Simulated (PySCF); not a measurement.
# In₂O: how level, basis and relativity move the structure

Each row is its own optimisation.

Each entry is the lowest minimum that a search over a few typed start shapes (and spin states, where more than one is plausible) found, or that minimum re-optimised at the stated level; isomers with ligand–ligand bonds, or fragments after loss of a ligand pair, can lie lower. Open shells are unrestricted; no spin–orbit coupling; PySCF with density fitting.

```tsv
level	2S+1	point group	mean bond to O (Å)	distinct angles (°)	gap (eV)	polar-tensor charge of O
B3LYP/def2-TZVP (scalar-relativistic core potentials)	1	D∞h	2.018	180	4.41	-1.30
PBE/def2-TZVP (scalar-relativistic core potentials)	1	D∞h	2.029	180	3.23	-1.23
PBE0/def2-TZVP (scalar-relativistic core potentials)	1	D∞h	2.000	180	4.76	-1.31
```

Across these levels the mean bond spreads over 0.029 Å and the highest wavenumber over 48 cm⁻¹; all give the same point group.

The shape of PBE/def2-TZVP (scalar-relativistic core potentials) rests on a mode under 45 cm⁻¹ and is not firmly settled.

Levels that gave another bonding pattern or an unsound solution are left out.
